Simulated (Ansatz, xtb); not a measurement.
# Ranking isomers of C6H9NO

4 gas-phase structures of C6H9NO, from a drawn sample of its isomers (lower ones may exist). Each was relaxed with GFN2-xTB; where two conformers were screened, the lower at r2SCAN-D4/def2-SVP is listed:

A. `C#CCC/N=C(\C)O`, a singlet
B. `C#CCCNC(C)=O`, a singlet
C. `C#CCCNC(=C)O`, a singlet
D. `C#CCC/N=C(/C)O`, a singlet

Q: Estimate their order in r2SCAN-D4/def2-SVP energy at these geometries, lowest first.

A: Calculated order at r2SCAN-D4/def2-SVP: B (0.0), A (16.3), D (17.8), C (27.7) kcal/mol.

Energies above the lowest of each column, in kcal/mol; the last columns are at PBE-D3(BJ)/def2-SVP geometries and were run for some of them only (a dash: not run or not comparable):

| structure | GFN2-xTB | HF/STO-3G | r2SCAN-D4/def2-SVP | PBE-D3(BJ)/def2-SVP | CCSD(T)/def2-SVP + ΔMP2/def2-TZVPP |
| --- | --- | --- | --- | --- | --- |
| B | 0.0 | 0.0 | 0.0 | 0.0 | 0.0 |
| A | 9.6 | 8.2 | 16.3 | 15.6 | 12.6 |
| D | 10.1 | 11.8 | 17.8 | 16.9 | 14.1 |
| C | 22.5 | 25.5 | 27.7 | – | – |

Every level run on B puts it lowest or level with the lowest. Flexible structures stand in one conformer each, not always the lowest. Frequencies (GFN2-xTB) were run for A, B, D alone. ΔMP2 is the change of the MP2 energy from the smaller to the larger basis.

Over these structures GFN2-xTB departs from r2SCAN-D4/def2-SVP by 2.4 kcal/mol on average once a common shift is removed. A GFN2-xTB relaxation took about 0.26 s and the r2SCAN-D4/def2-SVP energy about 3.5 s on a shared host (Ansatz 0.2.0, xtb 6.7.1).
